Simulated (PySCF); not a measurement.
Constitutional and geometric isomers with formula C2H6OSi. All species are isolated molecules in the gas phase. One relaxed conformer stands for each flexible species; it need not be the lowest. Strings in code marks are SMILES.

Computed with PBE-D3(BJ)/def2-TZVP // B3LYP-D3(BJ)/def2-TZVP run with PySCF 2.14.0. All candidates: neutral, multiplicity 1. Excitations are Tamm–Dancoff values on a coarser integration grid. The basis has no diffuse functions, so Rydberg states are missing or too high.

| Property | Result |
|---|---|
| LUMO | -0.63 eV |
| T1 excitation (TDA) | 4.53 eV |
| brightest of the four lowest singlets (TDA) | 5.95 eV |

**Question.** Say which member has these values.
(A) `C=[SiH]CO` (C–Si–C–O torsion -4°, Si–C–O–H torsion -49°)
(B) `C[C@@H]1O[SiH2]1`
(C) `O[C@@H]1C[SiH2]1` (H–O–C–Si torsion 142°)
(D) `C=CO[SiH3]` (C–C–O–Si torsion 180°)

**Answer.** C, `O[C@@H]1C[SiH2]1` (H–O–C–Si torsion 142°). The others give `C[C@@H]1O[SiH2]1`: -1.29 eV, 4.35 eV, 5.60 eV; `C=CO[SiH3]` (C–C–O–Si torsion 180°): -0.75 eV, 4.32 eV, 6.46 eV; `C=[SiH]CO` (C–Si–C–O torsion -4°, Si–C–O–H torsion -49°): -1.77 eV, 2.86 eV, 5.59 eV
